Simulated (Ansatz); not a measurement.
Two isomers of C2H10AlNSi: A = `[CH3][AlH][NH]C[SiH3]`, B = `[CH3][AlH][NH][SiH2]C`.

Isolated molecules relaxed with PBE0-D4/def2-TZVP in Ansatz; ΔE leaves out vibrations. CBS: MP2 limit from def2 TZ/QZ plus the TZ coupled-cluster correction, frozen cores. Functionals use def2-TZVPP. B3LYP here is the variant with VWN-RPA as its local correlation; programs differ in this. Each species was taken in one conformer, which may not be the lowest.

Problem. Which is lower in electronic energy at CCSD(T)/CBS, and by how much? (Best estimate.)

Solution. Computed: B, by 37.4 kcal/mol.

Problem. Give E(B) − E(A) in kcal/mol with BLYP-D4, B3LYP, PBE0-D4, CCSD(T)/def2-TZVPP, CCSD/def2-TZVPP, HF/def2-TZVPP, PBE-D4. (Best estimate.)

Solution. The calculation gave: BLYP-D4 -34.2, B3LYP -35.8, PBE0-D4 -35.5, CCSD(T)/def2-TZVPP -36.7, CCSD/def2-TZVPP -37.0, HF/def2-TZVPP -38.3, PBE-D4 -33.8. None reverses the order clearly.

Problem. Does the order hold for the free energy at 298.15 K (harmonic terms from PBE0-D4)? (An estimate is asked.)

Solution. Ansatz gave: Yes: G(B) − G(A) = -37.0 kcal/mol, for one conformer each. Modes under 60 cm⁻¹, often nearly free rotors, make the harmonic entropy too high.

Largest T1 diagnostic: 0.012.

From PBE to PBE0 (25 % exact exchange), in def2-TZVPP and without D4, E(B) − E(A) moves by −1.6 kcal/mol. At CCSD(T), def2-SVP lies +5.7 kcal/mol from the extrapolated value and def2-TZVPP +0.6 kcal/mol.
